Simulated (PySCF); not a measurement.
C2H10O2Si2. Atoms are numbered in the order given.

```xyz
16

C     -0.7545    -0.3531    -1.8590
C     -0.1022    -0.6219    -0.5073
O      0.6297     0.5564    -0.0615
Si     2.2990     0.6847    -0.2909
Si    -1.3465    -0.8485     0.9372
O     -1.8875     0.7101     1.2684
H      0.0018    -0.0973    -2.6304
H     -1.3134    -1.2456    -2.2072
H     -1.4685     0.4920    -1.7823
H      0.5867    -1.4977    -0.5830
H      2.6570     0.5993    -1.7523
H      2.6839     2.0226     0.2626
H      3.0218    -0.4173     0.4395
H     -0.6212    -1.4820     2.0974
H     -2.5357    -1.6866     0.5657
H     -1.1450     1.3226     1.0850
```
Charge 0, spin multiplicity 1.

Geometry: PBE-D3(BJ)/def2-SVP. The structure was generated by enumeration; whether it is a known compound was not checked. Other conformers were not sampled.

These are PBE-D3(BJ)/def2-SVP (PySCF) values and carry that method's errors.

Frequencies are harmonic and unscaled.

Computed vibrational spectrum:
| mode | ν (cm⁻¹) | IR (km/mol) | moving atoms (share of kinetic energy) |
|---|---|---|---|
| 1 | 35 | 0.1 | H 38 %, Si 27 %, O 23 %, C 12 % |
| 2 | 62 | 2.6 | O 53 %, H 23 %, Si 14 %, C 10 % |
| 3 | 94 | 0.1 | H 74 %, Si 10 %, O 8 % |
| 4 | 133 | 1.0 | O 47 %, H 26 %, C 20 % |
| 5 | 180 | 4.6 | O 46 %, H 26 %, Si 24 % |
| 6 | 195 | 2.2 | H 34 %, C 33 %, O 17 %, Si 16 % |
| 7 | 261 | 0.7 | H 89 % |
| 8 | 330 | 6.7 | Si 39 %, H 29 %, O 21 %, C 12 % |
| 9 | 413 | 27.1 | H 42 %, C 31 %, O 17 %, Si 11 % |
| 10 | 451 | 74.7 | H 73 %, O 11 %, Si 10 % |
| 11 | 594 | 28.4 | H 73 %, Si 18 % |
| 12 | 613 | 3.1 | C 46 %, H 40 %, Si 11 % |
| 13 | 681 | 37.2 | H 82 %, O 9 %, Si 9 % |
| 14 | 694 | 0.3 | H 86 % |
| 15 | 697 | 41.3 | H 69 %, C 16 %, Si 11 % |
| 16 | 751 | 51.8 | O 36 %, H 33 %, Si 17 %, C 14 % |
| 17 | 813 | 44.3 | H 53 %, O 39 % |
| 18 | 867 | 177.7 | H 43 %, Si 29 %, O 26 % |
| 19 | 895 | 66.6 | H 95 % |
| 20 | 911 | 234.4 | H 91 % |
| 21 | 922 | 27.2 | H 74 %, C 15 %, O 9 % |
| 22 | 935 | 365.4 | H 84 %, Si 9 % |
| 23 | 947 | 84.8 | H 77 %, C 9 % |
| 24 | 973 | 100.9 | H 83 %, Si 10 % |
| 25 | 974 | 41.3 | H 60 %, O 20 %, C 15 % |
| 26 | 1052 | 111.7 | C 43 %, O 29 %, H 27 % |
| 27 | 1090 | 2.5 | C 61 %, H 37 % |
| 28 | 1211 | 2.1 | H 60 %, C 38 % |
| 29 | 1289 | 6.1 | H 86 %, C 13 % |
| 30 | 1337 | 10.1 | H 77 %, C 23 % |
| 31 | 1403 | 6.7 | H 97 % |
| 32 | 1423 | 2.4 | H 96 % |
| 33 | 2141 | 107.3 | H 97 % |
| 34 | 2150 | 94.6 | H 97 % |
| 35 | 2153 | 152.5 | H 96 % |
| 36 | 2180 | 130.2 | H 97 % |
| 37 | 2204 | 96.1 | H 96 % |
| 38 | 2922 | 23.7 | H 92 % |
| 39 | 2964 | 15.8 | H 97 % |
| 40 | 3053 | 14.1 | H 91 %, C 9 % |
| 41 | 3067 | 9.7 | H 91 %, C 9 % |
| 42 | 3663 | 82.3 | H 94 % |
